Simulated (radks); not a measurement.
Values are calculated unless marked as measured or tabulated.
All-electron atom: the praseodymium ion Pr10+ in [Kr] 4d10 5s1 5p2 (not the ground configuration).

Code: a radial shooting solver on a logarithmic mesh with Libxc functionals. Model: scalar-relativistic Kohn-Sham, BLYP, spin-polarised, spherical densities, finite nucleus; open shells are filled with parallel spins first (spin-orbit coupling, left out, can overturn this in heavy ions); Fermi nuclear charge, rms radius 4.8919 fm.

Energy parts (eV):
| part | energy |
|---|---|
| total | -250646.36 |
| kinetic | 266240.91 |
| electron-nucleus | -599676.12 |
| Hartree | 88521.60 |
| exchange-correlation | -5732.74 |

Orbitals (lengths in bohr, moments of r in powers of bohr; r(max) is where P^2 peaks):
[
 {"orbital": "1s up", "occ.": "1", "eigenvalue (eV)": "-41989.16", "r(max)": "0.01541", "<r>": "0.02409", "<r^2>": "0.0007896"},
 {"orbital": "1s down", "occ.": "1", "eigenvalue (eV)": "-41988.80", "r(max)": "0.01541", "<r>": "0.02409", "<r^2>": "0.0007896"},
 {"orbital": "2s up", "occ.": "1", "eigenvalue (eV)": "-6899.418", "r(max)": "0.08726", "<r>": "0.1031", "<r^2>": "0.01254"},
 {"orbital": "2s down", "occ.": "1", "eigenvalue (eV)": "-6899.219", "r(max)": "0.08726", "<r>": "0.1031", "<r^2>": "0.01254"},
 {"orbital": "2p up", "occ.": "3", "eigenvalue (eV)": "-6192.122", "r(max)": "0.07027", "<r>": "0.09055", "<r^2>": "0.01001"},
 {"orbital": "2p down", "occ.": "3", "eigenvalue (eV)": "-6191.847", "r(max)": "0.07027", "<r>": "0.09055", "<r^2>": "0.01001"},
 {"orbital": "3s up", "occ.": "1", "eigenvalue (eV)": "-1624.780", "r(max)": "0.2491", "<r>": "0.2723", "<r^2>": "0.08473"},
 {"orbital": "3s down", "occ.": "1", "eigenvalue (eV)": "-1624.475", "r(max)": "0.2491", "<r>": "0.2723", "<r^2>": "0.08472"},
 {"orbital": "3p up", "occ.": "3", "eigenvalue (eV)": "-1400.735", "r(max)": "0.2439", "<r>": "0.2704", "<r^2>": "0.08473"},
 {"orbital": "3p down", "occ.": "3", "eigenvalue (eV)": "-1400.402", "r(max)": "0.2439", "<r>": "0.2704", "<r^2>": "0.08471"},
 {"orbital": "3d up", "occ.": "5", "eigenvalue (eV)": "-1085.880", "r(max)": "0.2005", "<r>": "0.2474", "<r^2>": "0.07211"},
 {"orbital": "3d down", "occ.": "5", "eigenvalue (eV)": "-1085.563", "r(max)": "0.2005", "<r>": "0.2474", "<r^2>": "0.07209"},
 {"orbital": "4s up", "occ.": "1", "eigenvalue (eV)": "-455.5609", "r(max)": "0.5756", "<r>": "0.6150", "<r^2>": "0.4262"},
 {"orbital": "4s down", "occ.": "1", "eigenvalue (eV)": "-454.8772", "r(max)": "0.5759", "<r>": "0.6147", "<r^2>": "0.4255"},
 {"orbital": "4p up", "occ.": "3", "eigenvalue (eV)": "-381.2386", "r(max)": "0.5995", "<r>": "0.6479", "<r^2>": "0.4762"},
 {"orbital": "4p down", "occ.": "3", "eigenvalue (eV)": "-380.5020", "r(max)": "0.5997", "<r>": "0.6470", "<r^2>": "0.4746"},
 {"orbital": "4d up", "occ.": "5", "eigenvalue (eV)": "-274.5383", "r(max)": "0.6253", "<r>": "0.6999", "<r^2>": "0.5646"},
 {"orbital": "4d down", "occ.": "5", "eigenvalue (eV)": "-273.6032", "r(max)": "0.6253", "<r>": "0.6972", "<r^2>": "0.5596"},
 {"orbital": "5s up", "occ.": "1", "eigenvalue (eV)": "-177.8437", "r(max)": "1.239", "<r>": "1.291", "<r^2>": "1.853"},
 {"orbital": "5s down", "occ.": "0", "eigenvalue (eV)": "-173.9343", "r(max)": "1.233", "<r>": "1.291", "<r^2>": "1.857"},
 {"orbital": "5p up", "occ.": "2", "eigenvalue (eV)": "-153.9325", "r(max)": "1.337", "<r>": "1.395", "<r^2>": "2.167"},
 {"orbital": "5p down", "occ.": "0", "eigenvalue (eV)": "-150.0379", "r(max)": "1.334", "<r>": "1.401", "<r^2>": "2.192"}
]

The highest occupied level is 5p up at -153.93 eV. The configuration is held as typed, so some empty levels lie below it. Spin moment in Bohr magnetons: 3. Summed over all electrons, <r^2> = 17.00 bohr^2, which gives a Langevin (diamagnetic) susceptibility term of -13.5 x 10^-6 cm^3/mol. The density falls to 0.001 e/bohr^3 at r = 2.60 bohr.
